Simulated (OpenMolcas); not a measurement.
**OpenMolcas run: P2+**

Input:

```
&GATEWAY
Coord
1

P 0.0 0.0 0.0
Basis=ANO-L-VQZP
Group=XYZ
NoMove
AngMom=0.0 0.0 0.0
AMFI
&SEWARD
&RASSCF
FileOrb=start.orb
Symmetry=2
Spin=2
nActEl=1 0 0
Inactive=3 3
Ras2=0 3
CIRoot=3 3 1
SDav=3
CIMx=300
Iter=120 100
PrWF=0.3
OrbListing=Nothing
MaxOrb=0
Atom
>>> COPY $Project.JobIph JOB001
&RASSI
NrOfJobIphs=1 3
1 2 3
IphNames
JOB001
EJob
SpinOrbit
DIPRint=1.0
SOCoupling=1000.0
Subsets=2
MEES
Property=10
'ANGMOM' 1 'ANGMOM' 2 'ANGMOM' 3 'MLTPL  1' 1 'MLTPL  1' 2 'MLTPL  1' 3
'AMFI' 1 'AMFI' 2 'AMFI' 3 'MLTPL  2' 6
SOProperty=3
'ANGMOM' 1 'ANGMOM' 2 'ANGMOM' 3
```

Launched by
```bash
OMP_NUM_THREADS=1 MOLCAS_MEM=2252 MOLCAS_PROJECT=a pymolcas a.inp > a.log  # once for each step of the input, in one work folder
```

A driver script runs the steps one by one and writes start.orb anew before each from the orbitals found so far.

Output, cut to the results:

```
--- SEWARD ---
Basis set label: P.ANO-L...6S5P3D2F.

      Electronic valence basis set:
      ------------------
      Associated Effective Charge  15.000000 au
      Associated Actual Charge     15.000000 au
      Nuclear Model: Point charge

      Shell  nPrim  nBasis  Cartesian Spherical Contaminant
         s      17       6        X
         p      12       5        X
         d       5       3                 X
         f       4       2                 X
                  Atomic mean-field integrals
--- RASSCF ---
Wave function specifications:
      -----------------------------

      Number of closed shell electrons          12
      Number of electrons in active shells       1
      Max number of holes in RAS1 space          0
      Max nr of electrons in RAS3 space          0
      Number of inactive orbitals                6
      Number of active orbitals                  3
      Number of secondary orbitals              41
      Spin quantum number                      0.5
      State symmetry                             2
Orbital specifications:
      -----------------------

      Symmetry species                           1   2
                                                ag  au
      Frozen orbitals                            0   0
      Inactive orbitals                          3   3
      Active orbitals                            0   3
      RAS1 orbitals                              0   0
      RAS2 orbitals                              0   3
      RAS3 orbitals                              0   0
      Secondary orbitals                        18  23
      Deleted orbitals                           0   0
      Number of basis functions                 21  29
      Number of CSFs                             3
      Number of root(s) required                 3
      Iter CI   SX   CI       RASSCF       Energy    max ROT     max BLB   max BLB  Level Ln srch  Step   QN
          iter iter root      energy       change     param      element    value   shift minimum  type update
 Nr of preliminary CI iterations:   1
        1   1    8    0  -339.58187493    0.00E+00   2.43E-01*   3   4 1  2.16E-01*  0.00   0.00    SX    NO
        2   1    8    0  -339.64261594   -6.07E-02*  2.95E-02    3   4 1  2.94E-02*  0.00   0.00    SX    NO
        3   1    7    0  -339.64374591   -1.13E-03* -1.15E-02    3   4 1  6.72E-03*  0.00   0.00    SX    NO
        4   1    7    0  -339.64383162   -8.57E-05*  4.79E-03    3   4 1  1.17E-03*  0.00   0.00    SX    NO
        5   1    6    0  -339.64384223   -1.06E-05*  1.29E-03    3   4 1  2.94E-04*  0.00   0.73    QN   YES
        6   1    5    0  -339.64384413   -1.90E-06*  4.75E-05    3   4 1  1.05E-04*  0.00   1.02    QN   YES
        7   1    4    0  -339.64384414   -7.40E-09   9.81E-06    3   4 1  1.78E-05   0.00   1.18    QN   YES
      Convergence after  7 iterations
        8   1    4    0  -339.64384414   -2.26E-10   9.81E-06    3   5 1 -4.51E-07   0.00   1.18    QN   YES
      Natural orbitals and occupation numbers for root  1
      sym 2:   1.000000  -0.000000   0.000000
      Natural orbitals and occupation numbers for root  2
      sym 2:  -0.000000   1.000000   0.000000
      Natural orbitals and occupation numbers for root  3
      sym 2:   0.000000   0.000000   1.000000
::    RASSCF root number  1 Total energy:   -339.64384414
::    RASSCF root number  2 Total energy:   -339.64384414
::    RASSCF root number  3 Total energy:   -339.64384414

--- RASSI ---
SPIN-FREE ENERGIES:
  (Shifted by EMIN (a.u.) =       -339.6438441388)

 SF State       Relative EMIN(au)   Rel lowest level(eV)    D:o, cm**(-1)      L_eff

     1             0.0000000000        0.0000000000              0.0000         1.0
     2             0.0000000000        0.0000000000              0.0000         1.0
     3             0.0000000000        0.0000000000              0.0000         1.0
     Dipole printing threshold changed to   1.00000000E+00
Eigenvalues of complex Hamiltonian:
   -----------------------------------
  (Shifted by EMIN (a.u.) =       -339.6438441388)

 SO State       Relative EMIN(au)   Rel lowest level(eV)    D:o, cm**(-1)     J-value

     1            -0.0014979948        0.0000000000              0.0000         0.4
     2            -0.0014979948        0.0000000000              0.0000         0.4
     3             0.0007489974        0.0611437722            493.1578         1.4
     4             0.0007489974        0.0611437722            493.1578         1.4
     5             0.0007489974        0.0611437722            493.1578         0.8
     6             0.0007489974        0.0611437722            493.1578         0.8
Weights of the five most important spin-orbit-free states for each spin-orbit state.

 SO State  Total energy (au)           Spin-free states, spin, and weights
 -------------------------------------------------------------------------------------------------------
    1        -0.001498       2 0.5  0.3333    1 0.5  0.3333    3 0.5  0.3333
    2        -0.001498       2 0.5  0.3333    1 0.5  0.3333    3 0.5  0.3333
    3         0.000749       3 0.5  0.6667    2 0.5  0.1667    1 0.5  0.1667
    4         0.000749       3 0.5  0.6667    2 0.5  0.1667    1 0.5  0.1667
    5         0.000749       2 0.5  0.5000    1 0.5  0.5000    3 0.5  0.0000
    6         0.000749       2 0.5  0.5000    1 0.5  0.5000    3 0.5  0.0000
...
```

The J values that RASSI prints are effective ones from its own formula and need not be integers or half-integers; the table below assigns J from the states.

Levels above the lowest, from the spin-orbit matrix, grouped by J:

| Configuration | Term | J | E (cm⁻¹) | Measured (cm⁻¹) | g | Term weight % |
| --- | --- | --- | --- | --- | --- | --- |
| 3s² 3p | ²P° | 1/2 | 0.0 | 0.0 | 0.666 | 100 |
| 3s² 3p | ²P° | 3/2 | 493 | 559 | 1.334 | 100 |

Against the measured value (Martin, Zalubas and Musgrove, J. Phys. Chem. Ref. Data 14, 751 (1985)): 3s² 3p ²P°_3/2: computed 493, measured 559 cm⁻¹ (-11.8 %).

With one active electron the reference holds no correlation, so core polarisation is missing. Measured partners are found by configuration, term and J. A level has none where our copy of the source lacks it or the pairing is in doubt (some pairs that miss far off the trend of their configuration count as doubtful), and it then counts in no deviation. Levels of configurations outside the active space are missing.

The RASSCF and RASSI steps took 1.3 s on 1 thread of Arm Neoverse V1, on a shared host; the integral step is not counted.

The term weight is that of the spin-free term in the level, not the purity of its configuration. ° marks odd parity.
